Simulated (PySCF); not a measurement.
Work out the structure from these simulated measurements.

Formula: C2H8OSi2.

| Property | Result |
| --- | --- |
| Valence photoelectron | vertical ionisation energy: 9.07 eV [ΔSCF CAM-B3LYP/def2-SVPD] |
| XPS | Si2p3/2 106.5, Si2p3/2 106.6, C1s 291.1, C1s 292.9, O1s 537.6, Si1s 1846.2, Si1s 1846.3 eV [ΔSCF SCAN, pcX-2 on the ionised atom, pcseg-1 elsewhere, spin-free X2C, 2p3/2 from a spin–orbit splitting computed afterwards within the 2p shell] |
| Rotational structure | rotational constants A, B, C: 4.909, 1.559, 1.477 GHz [PBE0-D3(BJ)/def2-SVP] |
| UV, strongest line | among the 10 lowest singlet transitions: S6 at 7.00 eV (177 nm, f = 0.173) [TDDFT CAM-B3LYP/def2-SVPD] |
| 1H NMR | chemical shifts (computed TMS as zero) by class: 4.11 (2 H), 3.57 (3 H), 2.44 (3 H) ppm [GIAO PBE0/pcSseg-1] |
| UV, first state | lowest singlet excitation: 3.58 eV (347 nm, f = 0.003) [TDDFT CAM-B3LYP/def2-SVPD] |
| 13C NMR | chemical shifts (computed TMS as zero) by class: 238.9 (1 C), 42.5 (1 C) ppm [GIAO PBE0/pcSseg-1] |
| Triplet | lowest triplet excitation (Tamm–Dancoff): 2.95 eV [TDA CAM-B3LYP/def2-SVPD] |

Gas-phase values; electronic properties from PySCF, density fitting. Levels stand in brackets. The structure is a single PBE0-D3(BJ)/def2-SVP conformer in the gas phase; no vibrational or solvent corrections. Each NMR value is the plain mean over a class of atoms that symmetry, rotation or inversion makes alike.

Q: Propose a structure and show how it fits.

A: Numbering: `[CH3:1][C:2](=[O:3])[SiH2:4][SiH3:5]`. Its formula, C2H8OSi2, gives 1 degree of unsaturation: 0 rings and 1 π bond in the structure found. 2 carbons fall into 2 classes; from least to most shielded: carbonyl carbon [C2] (238.9 ppm), methyl carbon next to a carbonyl [C1] (42.5 ppm). Hydrogen classes from least to most shielded: 2 H on an SiH2 silicon, Si4 (4.11 ppm), 3 H on an SiH3 silicon, Si5 (3.57 ppm), 3 H on a methyl carbon next to a carbonyl, C1 (2.44 ppm). The core levels belong to: Si2p3/2 106.5 eV, SiH2 silicon [Si4]; Si2p3/2 106.6 eV, SiH3 silicon [Si5]; C1s 291.1 eV, methyl carbon next to a carbonyl [C1]; C1s 292.9 eV, carbonyl carbon [C2]; O1s 537.6 eV, carbonyl oxygen [O3]; Si1s 1846.2 eV, SiH2 silicon [Si4]; Si1s 1846.3 eV, SiH3 silicon [Si5]. The hole state at 292.9 eV has ⟨S²⟩ = 0.84 against 0.75, so that value is less sure. The first electron is taken from the HOMO, whose largest Löwdin shares are 0.48 on the carbonyl oxygen, 0.18 on the carbonyl carbon, 0.14 on the SiH2 silicon and 0.10 on the methyl carbon next to a carbonyl. The optimised geometry has point group C1 and is an asymmetric top. Structure: `CC(=O)[SiH2][SiH3]`. Computed isomers that give other values at the same levels: `[SiH3]O[SiH]1CC1` (rotational constant A: 7.209 GHz; this holds for the one conformer computed); `C1C[SiH2]O[SiH2]1` (core binding energies: Si2p3/2 107.2 (×2), C1s 290.3 (×2), O1s 537.5, Si1s 1847.0 (×2) eV). The assignments are read from this structure; whether some other isomer fits the data as well wasn't checked.

Shape of the structure used: `[CH3:1][C:2](=[O:3])[SiH2:4][SiH3:5]`: C1–C2–Si4–Si5 -108°.
